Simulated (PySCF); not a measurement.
## A small calculation by hand: oscillator strength and radiative lifetime

GeHF, SMILES [F][GeH] (connectivity only; charge and spin as stated), neutral, multiplicity 1.

Geometry: ωB97X-D3(BJ)/def2-TZVP.

TDA-M06-2X/def2-TZVPD run with PySCF 2.14.0 puts the first singlet state with f over 0.02 at 3.01 eV (vertical), with the transition dipole (0.000, 0.000, -0.610) in atomic units.

Task: Find the oscillator strength, the wavelength and the radiative lifetime that this transition would have in vacuum if emission retraced absorption.

Result: 
|μ|² = 0.3721 au, so |μ| = 1.55 D. ΔE = 3.01/27.211 = 0.1106 hartree. f = (2/3) ΔE |μ|² = 0.027 (the program prints 0.028).
λ = 1239.84/3.01 = 412 nm; ν = 24277 cm⁻¹.
Einstein's coefficient A = 0.6670 ν² f s⁻¹ (ν in cm⁻¹) = 1.1e7 s⁻¹, so τ = 1/A = 93 ns. This state is S1. The figure is the radiative limit of this one transition; relaxation, internal conversion, crossing to triplets and a medium change what is measured.
